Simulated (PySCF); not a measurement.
# Functional dependence of a UV spectrum

Compound: C3H8BP.
Bonds: C1–C2 (triple), C2–C3, C3–B4, B4–P5. Hydrogens: H6 on C1; H7, H8 on C3; H9, H10 on B4; H11, H12, H13 on P5.

Linear-response calculations in the def2-SVPD basis (PySCF; singlets by full response, triplets Tamm–Dancoff, core orbitals frozen in the response; HF means time-dependent Hartree–Fock). 'Strongest' is the level of largest summed f among the singlets computed (10 roots, of which the last may lack a degenerate partner); it can jump between rows when another state enters that window. S1 is the lowest singlet of each run and needn't be the same state throughout; f(S1) is that of one state. One conformer (not necessarily the lowest) at the PBE0-D3(BJ)/def2-SVP geometry, without solvent, vibrations or thermal averaging.

| functional | kind | S1 (eV) | f(S1) | strongest (eV) | T1 (eV) | HOMO (eV) | gap (eV) | ionisation energy, ΔSCF (eV) |
| --- | --- | --- | --- | --- | --- | --- | --- | --- |
| LDA | LDA | 5.32 | 0.004 | 6.12 | 5.20 | -6.11 | 5.28 | 9.20 |
| PBE | GGA | 5.29 | 0.004 | 6.10 | 5.12 | -5.95 | 5.26 | 9.01 |
| B3LYP | global hybrid, 20% exact exchange | 5.88 | 0.005 | 6.73 | 5.30 | -6.90 | 6.74 | 9.20 |
| PBE0 | global hybrid, 25% exact exchange | 6.06 | 0.005 | 6.95 | 5.24 | -7.12 | 7.26 | 9.18 |
| BHandHLYP | global hybrid, 50% exact exchange | 6.23 | 0.001 | 7.78 | 5.24 | -8.18 | 8.86 | 9.18 |
| CAM-B3LYP | range-separated hybrid | 6.24 | 0.002 | 7.65 | 5.32 | -8.46 | 9.28 | 9.32 |
| LC-wPBE | range-separated hybrid | 6.41 | 0.001 | 8.26 | 5.23 | -9.83 | 11.73 | 9.43 |
| HF | Hartree–Fock | 6.03 | 0.000 | 8.92 | 4.69 | -9.81 | 12.02 | not settled |

Q: What does wB97X-D (range-separated hybrid) give?

A: S1 (eV) 6.31, f(S1) 0.002, strongest (eV) 7.87, T1 (eV) 5.43, HOMO (eV) -8.97, gap (eV) 10.73, ionisation energy, ΔSCF (eV) 9.27. S1 runs from 5.29 eV (PBE) to 6.41 eV (LC-wPBE), a spread of 1.11 eV, while the orbital gap spreads over 6.8 eV. −ε(HOMO) comes closest to its own ΔSCF ionisation energy with wB97X-D (-0.30 eV) and misses most with LDA (-3.09 eV). 'Not settled' means that the ion's SCF failed to converge or may have ended in another state than the lowest.
